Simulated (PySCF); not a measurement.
C6H7NO2S.
Numbering: `[CH3:1][S:2](=[O:3])(=[O:4])[c:5]1[cH:6][cH:7][n:8][cH:9][cH:10]1` (hydrogens: H11, H12, H13 on C1; H14 on C6; H15 on C7; H16 on C9; H17 on C10)

The same species was optimised twice, with GFN2-xTB and with PBE0-D3(BJ)/def2-SVP (PySCF), and the same property calculations (PySCF, gas phase) were run on both structures.

```
     coordinate  GFN2-xTB  PBE0-D3(BJ)/def2-SVP  change
      C1–S2 (Å)     1.817                 1.784  -0.033
      S2=O4 (Å)     1.436                 1.459  +0.023
      S2=O3 (Å)     1.436                 1.459  +0.023
      S2–C5 (Å)     1.802                 1.790  -0.012
      N8–C9 (Å)     1.321                 1.330  +0.009
      C7–N8 (Å)     1.321                 1.330  +0.009
     C5–C10 (Å)     1.381                 1.390  +0.009
      C5–C6 (Å)     1.381                 1.390  +0.009
      C6–C7 (Å)     1.390                 1.396  +0.006
     C9–C10 (Å)     1.390                 1.396  +0.006
   O3–S2–O4 (°)     118.6                 121.8    +3.2
   O4–S2–C5 (°)     108.6                 107.3    -1.3
   O3–S2–C5 (°)     108.6                 107.5    -1.1
   C1–S2–O3 (°)     108.4                 107.5    -0.9
   C1–S2–O4 (°)     108.4                 107.6    -0.8
   C1–S2–C5 (°)     103.2                 103.7    +0.5
   C7–N8–C9 (°)     118.9                 118.4    -0.5
  N8–C9–C10 (°)     123.1                 123.5    +0.4
C1–S2–C5–C6 (°)        90                    92      +2
```

Rotational constants: A = 2609, B = 813.0, C = 727.5 MHz (GFN2-xTB) against A = 2583, B = 819.7, C = 725.5 MHz (PBE0-D3(BJ)/def2-SVP). Atoms that the bonding makes alike are paired by their places after alignment.

On the GFN2-xTB structure: HOMO (eV) -7.93 [PBE0/pcSseg-1]; LUMO (eV) -1.84 [PBE0/pcSseg-1]; dipole (D) 3.77 [PBE0/pcSseg-1]; GIAO shielding of C1 (ppm) 135.6 [PBE0/pcSseg-1]; GIAO shielding of S2 (ppm) 214.7 [PBE0/pcSseg-1]; GIAO shielding of O3/O4 (mean) (ppm) 134.6 [PBE0/pcSseg-1]; GIAO shielding of C5 (ppm) 29.0 [PBE0/pcSseg-1]; GIAO shielding of C6/C10 (mean) (ppm) 61.3 [PBE0/pcSseg-1]; GIAO shielding of C7/C9 (mean) (ppm) 29.9 [PBE0/pcSseg-1]; GIAO shielding of N8 (ppm) -109.5 [PBE0/pcSseg-1].

**Question.** What do these properties become on the PBE0-D3(BJ)/def2-SVP structure?

**Answer.** 
```json
{"property": "HOMO (eV)", "level": "PBE0/pcSseg-1", "on GFN2-xTB": "-7.93", "on PBE0-D3(BJ)/def2-SVP": "-7.97", "change": "-0.04"}
{"property": "LUMO (eV)", "level": "PBE0/pcSseg-1", "on GFN2-xTB": "-1.84", "on PBE0-D3(BJ)/def2-SVP": "-1.90", "change": "-0.06"}
{"property": "dipole (D)", "level": "PBE0/pcSseg-1", "on GFN2-xTB": "3.77", "on PBE0-D3(BJ)/def2-SVP": "3.73", "change": "-0.04"}
{"property": "energy, GFN2-xTB geometry as zero (kcal/mol)", "level": "PBE0/pcSseg-1", "on GFN2-xTB": "0.0", "on PBE0-D3(BJ)/def2-SVP": "-2.3", "change": "-2.3"}
{"property": "GIAO shielding of C1 (ppm)", "level": "PBE0/pcSseg-1", "on GFN2-xTB": "135.6", "on PBE0-D3(BJ)/def2-SVP": "135.6", "change": "0.0"}
{"property": "GIAO shielding of S2 (ppm)", "level": "PBE0/pcSseg-1", "on GFN2-xTB": "214.7", "on PBE0-D3(BJ)/def2-SVP": "206.1", "change": "-8.6"}
{"property": "GIAO shielding of O3/O4 (mean) (ppm)", "level": "PBE0/pcSseg-1", "on GFN2-xTB": "134.6", "on PBE0-D3(BJ)/def2-SVP": "126.1", "change": "-8.5"}
{"property": "GIAO shielding of C5 (ppm)", "level": "PBE0/pcSseg-1", "on GFN2-xTB": "29.0", "on PBE0-D3(BJ)/def2-SVP": "28.5", "change": "-0.5"}
{"property": "GIAO shielding of C6/C10 (mean) (ppm)", "level": "PBE0/pcSseg-1", "on GFN2-xTB": "61.3", "on PBE0-D3(BJ)/def2-SVP": "58.5", "change": "-2.8"}
{"property": "GIAO shielding of C7/C9 (mean) (ppm)", "level": "PBE0/pcSseg-1", "on GFN2-xTB": "29.9", "on PBE0-D3(BJ)/def2-SVP": "27.4", "change": "-2.5"}
{"property": "GIAO shielding of N8 (ppm)", "level": "PBE0/pcSseg-1", "on GFN2-xTB": "-109.5", "on PBE0-D3(BJ)/def2-SVP": "-113.3", "change": "-3.8"}
```

The heavy atoms differ by 0.030 Å rms after alignment (one structure mirrored). Among bonds between heavy atoms C1–S2 changes most (-0.033 Å). Changes are differences of the printed values. Neither structure is proved a minimum here.

Conformer computed: `[CH3:1][S:2](=[O:3])(=[O:4])[c:5]1[cH:6][cH:7][n:8][cH:9][cH:10]1`: C1–S2–C5–C6 92°.
